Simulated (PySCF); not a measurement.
**Run times: technetium in x2c-TZVPall**

Measured wall times of calculations with PySCF 2.14 in x2c-TZVPall, with scalar relativity by spin-free X2C-1e, run from one Python driver. Hardware: 1 thread of Neoverse-N1 on a shared host, 1.3 GiB allowed. The two-electron integrals over 63 functions were computed once and kept in memory (2.2 CPU seconds with the set-up); the times below exclude them. Kohn-Sham runs start from converged Hartree-Fock orbitals.

Launch command (the driver calls PySCF for each step listed in the task file):

```bash
OMP_NUM_THREADS=1 python atomrun2.py TASK.json OUT
```

```tsv
species	step	iterations	wall time (s)
Tc [Kr] 4d5 5s2	UHF	1	0.49
Tc [Kr] 4d5 5s2	PBE0	7	2.5
Tc [Kr] 4d5 5s2	MP2 (7 electrons)		0.16
Tc⁺ [Kr] 4d5 5s1	UHF	1	0.39
Tc⁺ [Kr] 4d5 5s1	PBE0	6	2.2
Tc⁺ [Kr] 4d5 5s1	TPSS	6	4.3
Tc⁺ [Kr] 4d5 5s1	MP2 (6 electrons)		0.06
```

Task: Roughly how long does TPSS take for Tc [Kr] 4d5 5s2 here?

Result: About 4.9 s.

Peak memory of the process: 0.26 GiB. Times on a shared host vary from run to run.
